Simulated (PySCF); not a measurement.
Interval between two levels of Sc(2+) by level of theory

Sc(2+) [Ar] 3d1 [2D5/2, M_J = 5/2] → Sc(2+) [Ar] 4s1 [2S1/2, M_J = 1/2], as a difference of total energies. All numbers are calculated (PySCF 2.14, the two-component X2C-1e Hamiltonian, in x2c-TZVPall-2c with one added diffuse shell each of s, p, d type (7s8p5d1f, 63 functions)). Correlated levels: [Ne] frozen. "Screened" scales the spin-orbit matrix elements by Boettger's factors to mimic the two-electron term; Breit and QED terms are absent.

```json
{"method": "GHF (spin-free)", "interval between two levels (cm⁻¹)": "23616"}
{"method": "GMP2 (spin-free)", "interval between two levels (cm⁻¹)": "20101"}
{"method": "GHF (screened spin-orbit)", "interval between two levels (cm⁻¹)": "23533"}
{"method": "GMP2 (screened spin-orbit)", "interval between two levels (cm⁻¹)": "20017"}
```
